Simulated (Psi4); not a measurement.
trichloroethylene (C2HCl3), singlet, at a GFN2-xTB geometry; MP2/cc-pVDZ (Psi4).

Psi4 was given this input:
```
memory 2 GB

molecule mol {
0 1
Cl    2.164304    0.650631   -0.024884
C     0.968681   -0.568927   -0.034553
C    -0.332364   -0.292371   -0.001418
Cl   -0.967282    1.297247    0.054353
Cl   -1.500229   -1.550861   -0.012694
H     1.336608   -1.581513   -0.069361
}

set {
  basis cc-pvdz
  reference rhf
  freeze_core true
  mp2_type conv
  scf_type pk
  puream true
  d_convergence 1e-8
}

energy('mp2')
print_variables()
```

It wrote (shortened):

```
   => Loading Basis Set <=

    Name: CC-PVDZ
    Role: ORBITAL
    Keyword: BASIS

         ---------------------------------------------------------
                                   SCF
               by Justin Turney, Rob Parrish, Andy Simmonett
                          and Daniel G. A. Smith
                              RHF Reference
         ---------------------------------------------------------

  ==> Geometry <==

    Molecular point group: c1
    Full point group: C1

    Geometry (in Angstrom), charge = 0, multiplicity = 1:

       Center              X                  Y                   Z               Mass
    ------------   -----------------  -----------------  -----------------  -----------------
         CL           2.176773211461     0.635592137106    -0.025538636921    34.968852682000
         C            0.981150211461    -0.583965862894    -0.035207636921    12.000000000000
         C           -0.319894788539    -0.307409862894    -0.002072636921    12.000000000000
         CL          -0.954812788539     1.282208137106     0.053698363079    34.968852682000
         CL          -1.487759788539    -1.565899862894    -0.013348636921    34.968852682000
         H            1.349077211461    -1.596551862894    -0.070015636921     1.007825032230

  Running in c1 symmetry.

  Rotational constants: A =      0.13292  B =      0.05138  C =      0.03706 [cm^-1]
  Rotational constants: A =   3984.96787  B =   1540.43467  C =   1110.97474 [MHz]
  Nuclear repulsion =  319.664307324776644

  Charge       = 0
  Multiplicity = 1
  Electrons    = 64
  Nalpha       = 32
  Nbeta        = 32

  ==> Algorithm <==

  SCF Algorithm Type is PK.
  DIIS enabled.
  MOM disabled.
  Fractional occupation disabled.
  Guess Type is SAD.
  Energy threshold   = 1.00e-08
  Density threshold  = 1.00e-08
  Integral threshold = 1.00e-12

  ==> Primary Basis <==

  Basis Set: CC-PVDZ
    Blend: CC-PVDZ
    Number of shells: 39
    Number of basis functions: 87
    Number of Cartesian functions: 92
    Spherical Harmonics?: true
    Max angular momentum: 2

  ==> Integral Setup <==

  Using in-core PK algorithm.
   Calculation information:
      Number of atoms:                   6
      Number of AO shells:              39
      Number of primitives:            199
      Number of atomic orbitals:        92
      Number of basis functions:        87

      Integral cutoff                 1.00e-12
      Number of threads:                 1

[...]
  @RHF Final Energy: -1454.78824057448674
    Total Energy =                      -1454.7882405744865082
  DIE_IF_NOT_CONVERGED          => (empty)
[...]
  WRITER_FILE_LABEL             => (empty)
  ZORA_BASIS_TOLERANCE          => (empty)
  ZORA_NR_DEBUG                 => (empty)
  ZORA_PRUNING_SCHEME           => (empty)
  ZORA_RADIAL_POINTS            => (empty)
  ZORA_SPHERICAL_POINTS         => (empty)

 ==============================================================================
 ==============================================================================
 ==============================================================================

                             MP2
                    Program Written by Ugur Bozkaya,
              Additional Contributions by J. P. Misiewicz

 ==============================================================================
 ==============================================================================
 ==============================================================================

	MO spaces per irreps...

	IRREP   FC    OCC   VIR  FV
	==============================
	   A    17    15    55    0
	==============================

	Cost of iabc is     40 MB
	Cost of abcd is     64 MB
	Switching to the incore algorithm for iabc..
	Switching to the incore algorithm for abcd..

	Computing MP2 energy using SCF MOs (Canonical MP2)...
	==============================================================================
	Nuclear Repulsion Energy (a.u.)    :   319.66430732477664
	SCF Energy (a.u.)                  : -1454.78824057448674
	REF Energy (a.u.)                  : -1454.78824057448674
	Alpha-Alpha Contribution (a.u.)    :    -0.09157813409250
	Alpha-Beta Contribution (a.u.)     :    -0.48840763540007
	Beta-Beta Contribution (a.u.)      :    -0.09157813409250
	Scaled_SS Correlation Energy (a.u.):    -0.06105208939500
	Scaled_OS Correlation Energy (a.u.):    -0.58608916248009
	SCS-MP2 Total Energy (a.u.)        : -1455.43538182636189
	SOS-MP2 Total Energy (a.u.)        : -1455.37432973696673
	SCSN-MP2 Total Energy (a.u.)       : -1455.11059560649255
	SCS-MP2-VDW Total Energy (a.u.)    : -1455.50498048189115
	SOS-PI-MP2 Total Energy (a.u.)     : -1455.47201126404684
	MP2 Correlation Energy (a.u.)      :    -0.67156390358508
	MP2 Total Energy (a.u.)            : -1455.45980447807187
	==============================================================================

  Variable Map:
  ----------------------------------------------------------------------------
[...]
  Array Variable Map:
  ----------------------------------------------------------------------------
[...]
[...]
```
